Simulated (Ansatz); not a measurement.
Pulling on the O2–H3 bond in H2O2Pb (SMILES [OH][Pb][OH]) (multiplicity 1 held, fragments rigid). Energies count from the point at 0.966 Å.
Geometry at that point (charge 0, multiplicity 1):
```xyz
5

Pb     0.0578    -0.1420     0.2238
O      1.1458     1.3095    -0.8134
H      0.6459     1.6195    -1.5803
O     -1.5330     0.0132    -1.1585
H     -2.2920    -0.5579    -0.9968
```

R- and RO- levels are restricted; in cc, def2 and unpolarised 6-31G sets they are followed outwards from rest. Unrestricted levels (U-) break spin symmetry where that is lower. Active spaces are followed from a long bond inwards. Levels need not reach the same state.

Correlated levels freeze the cores. Filled d and f shells under p-block atoms count as core.

Programs: Ansatz (a quantum-chemistry and plane-wave program) with Gaussian orbitals.  In def2 rows elements past Kr take small-core potentials, without spin–orbit coupling.

Energies in kJ/mol.

| R (Å) | U-HF/def2-TZVPP | R-MP2/def2-TZVPP | U-MP2/def2-TZVPP | FIC-NEVPT4(SD) on CASSCF(4,3)/def2-TZVPP | FIC-MRCISD+Q on CASSCF(4,3)/def2-TZVPP |
|---|---|---|---|---|---|
| 0.773 | 124 | 147 | 147 | 145 | 140 |
| 0.870 | 16 | 28 | 28 | 27 | 26 |
| 0.966 | 0 | 0 | 0 | 0 | 0 |
| 1.063 | 31 | 19 | 19 | 20 | 21 |
| 1.160 | 85 | 61 | 61 | 63 | 64 |
| 1.305 | 184 | 142 | 142 | 144 | 146 |
| 1.450 | 273 | 226 | 295 | 226 | 228 |
| 1.691 | 337 | 350 | 450 | 342 | 342 |
| 1.933 | 356 | 447 | 503 | 422 | 419 |
| 2.223 | 362 | 529 | 525 | 475 | 470 |
| 2.610 | 364 | 589 | 533 | 503 | 496 |
| 3.093 | 364 | 610 | 536 | 513 | 505 |

Doubts at one or more of the structures used: a spin-contaminated determinant (U-HF/def2-TZVPP, U-MP2/def2-TZVPP); a restricted determinant that unrestricted orbitals would lower (R-MP2/def2-TZVPP); active orbitals that take no part (FIC-NEVPT4(SD) on CASSCF(4,3)/def2-TZVPP, FIC-MRCISD+Q on CASSCF(4,3)/def2-TZVPP).
